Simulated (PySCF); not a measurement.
A search over the determinants of KI

Unrestricted PBE0; PySCF, spin-free X2C with a Gaussian nucleus, basis sets K x2c-TZVPall, I x2c-TZVPall. Outer shells of the fragments: K 4s1; I 4d10 5s2 5p5.

Followed along the bond (rough minima from three points):

```
2Ms+1  unpaired  ⟨S²⟩ at the start  R at minimum (Å)  Te (eV)
    1      none               0.00              3.07     0.00
    3  σ ↑, π ↑               2.00  none in the scan   ≤ 3.48
```

Solutions found at the starting distance of 3.255 Å, counted from the lowest of them; the search is not exhaustive and high or unbound solutions are not listed, so other states can lie among these:

```
2Ms+1  unpaired   term  E (eV)  ⟨S²⟩  ⟨Lz²⟩   μ (D)
    1      none    ¹Σ⁺    0.00  0.00   0.00  -11.53
    3  σ ↑, π ↑     ³Π    3.53  2.00   1.01    2.82
    1  σ ↓, π ↑  mixed    3.55  1.00   1.01    2.97
    3      σ ↑↑    ³Σ⁺    3.75  2.00   0.00    2.69
    3      π ↑↑  mixed    4.89  2.00   2.01    0.47
    3      π ↑↑  mixed    4.98  2.00   2.01    1.15
```

A term symbol is given only where ⟨S²⟩ and ⟨Lz²⟩ are close to those of a pure state; real π, δ and φ orbitals otherwise mix terms. A positive dipole means K(−)I(+).

The measured ground state is X ¹Σ+ (Huber and Herzberg, Constants of Diatomic Molecules (1979)).

Spin–orbit coupling is left out. Counting both spins, an empty level lies below a filled one in some of these solutions, because spin and occupation are held.
